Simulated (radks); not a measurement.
Numerical settings for the iodine ion I+, [Kr] 4d10 5s2 5p4. Calculated with a radial shooting solver on a logarithmic mesh with Libxc functionals: scalar-relativistic Kohn-Sham, PBEsol, spin-polarised, spherical densities, finite nucleus; open shells are filled with parallel spins first (spin-orbit coupling, left out, can overturn this in heavy ions); Fermi nuclear charge, rms radius 4.75 fm. The defaults (mesh step 0.008 in ln r, mesh end at 40 bohr or more with all orbitals vanishing there, Anderson mixing 0.5 over 9 steps, residual threshold near 1e-9 with the energy settled to 1e-9 hartree or 1e-11 of itself, here a cap of 99 iterations) give E = -7112.8098 hartree and 5p at -14.531 eV in 14 iterations. Run on one thread of a shared host, so times are rough (Arm Neoverse V2): 0.2 s of CPU time, 0.2 s wall, 14 iterations on 2314 mesh points. Changes against that run (0 stands for a change within the tolerance of the run):

\begin{tabular}{lrrrrr}
setting & iterations & converged & E (mhartree) & e(5p) (meV) & CPU (s) \\ \hline
mesh step in ln r 0.12 & 2 & no & diverged & - & 0.01 \\
mesh step in ln r 0.2 & 4 & no & diverged & - & 0.02 \\
mesh step in ln r 0.02 & 14 & yes & +0.000311 & 0 & 0.09 \\
mesh end (bohr) 8 & 14 & yes & +0.198 & +10.8 & 0.19 \\
mesh end (bohr) 400 & 14 & yes & 0 & 0 & 0.2 \\
residual threshold 0.001 & 9 & yes & +0.000352 & +0.54 & 0.14 \\
residual threshold 0.01 & 9 & yes & +0.000352 & +0.54 & 0.14 \\
mixing 0.2 & 15 & yes & 0 & 0 & 0.21 \\
linear mixing, mixing 0.5 & 30 & yes & 0 & 0 & 0.34 \\
linear mixing, mixing 0.8 & 39 & yes & 0 & 0 & 0.47 \\
mixing history 3 & 15 & yes & 0 & 0 & 0.2 \\
iteration cap 2 & 2 & no & +243 & -8.4e+03 & 0.04 \\
\end{tabular}

No run marked as converged misses the energy by more than 1 mhartree. A mesh that ends early acts as a hard wall.
